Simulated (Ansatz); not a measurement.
ClFGaGeH$_{3}$, SMILES `[F][Ga]([Cl])[GeH3]` at its PBE0-D4/def2-TZVP geometry, where that method's forces vanish. Charge 0, multiplicity 1.

```xyz
7

F     2.4800    0.9616    0.2740
Ga    1.1568    0.1540   -0.5427
Cl    1.7052   -0.4963   -2.5032
Ge   -1.0014   -0.1194    0.5257
H    -1.8557   -1.0970   -0.2884
H    -1.6905    1.2501    0.5863
H    -0.7942   -0.6530    1.9483
```

Task: What forces (eV/Å) does ωB97M-V/def2-TZVPP give on these atoms in Ansatz? (An estimate is asked.)

Result: Computed: 
```
F1   0.060  0.033  0.028
Ga2 -0.163 -0.049  0.020
Cl3  0.007  0.002 -0.001
Ge4 -0.020  0.005  0.016
H5   0.073  0.078  0.063
H6   0.058 -0.113 -0.006
H7  -0.014  0.044 -0.119
```
